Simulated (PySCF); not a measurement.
I6In2, SMILES [I][In-]1([I])[I+][In-]([I])([I])[I+]1.

The structure is a stationary point at PBE0-D3(BJ)/def2-SVP. The def2 effective core potentials stand for the cores of I, In; spin–orbit coupling is left out.

These are PBE/def2-SVP run with PySCF values and carry that method's errors.

Symmetry labels are those of the subgroup C2v that the program uses (full group C2v).

Q: List the valence orbital energies around the gap with their symmetry. (Estimate from the structure and the level; the computed values follow.)

A: 
```tsv
orbital	symmetry	energy (eV)
HOMO−7	B2	-6.91
HOMO−6	A1	-6.84
HOMO−5	B1	-6.79
HOMO−4	A2	-6.75
HOMO−3	A2	-6.74
HOMO−2	B2	-6.66
HOMO−1	B1	-6.65
HOMO	A1	-6.61
LUMO	B1	-4.00
LUMO+1	A1	-3.78
LUMO+2	B2	-2.07
LUMO+3	A1	-1.13
```
